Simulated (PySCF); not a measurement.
**YSe at UHF-SCS-MP2**

Level: UHF-SCS-MP2. Y x2c-TZVPPall, Se x2c-TZVPPall; spin-free X2C with a Gaussian nucleus (PySCF 2.14).

For YSe, the state is ²Σ⁺ (doublet), unpaired electrons σ ↑ and the bond length is 2.409 Å. The harmonic wavenumber is 350 cm⁻¹, the force constant is 3.04 mdyn/Å and the rotational constant Be is 0.06904 cm⁻¹. The anharmonicity ωexe is 0.608 cm⁻¹ and the vibration–rotation constant αe is 0.000161 cm⁻¹.

Correlated steps freeze 23 core orbitals. These are scalar-relativistic numbers at best; spin–orbit coupling would shift them, the dissociation energy most. With d or f electrons several states lie close, and the lowest PBE0 determinant need not be the measured ground state.
